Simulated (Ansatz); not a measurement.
A structure relaxed at PBE0-D4/def2-TZVP, charge 0, multiplicity 1:

```xyz
6

F     0.594   -1.785   -1.254
B     0.287   -0.740   -0.546
N    -0.865   -0.482    0.327
C    -0.379    0.675    0.575
S     1.168    0.890   -0.326
H    -0.805    1.442    1.225
```

(1) Give its formula and SMILES.

(2) Point group (tolerance 0.08 Å, 0.16 Å for H)?

(3) Summarise the bond lengths by kind.

## Answers

(1) CHBFNS, `FB1N=CS1`.

(2) Cs.

(3) 1 × B–F 1.298 Å; 1 × B–N 1.468 Å; 1 × B–S 1.867 Å; 1 × C–N 1.279 Å; 1 × C–S 1.804 Å; 1 × C–H 1.092 Å.

All numbers were calculated with Ansatz.
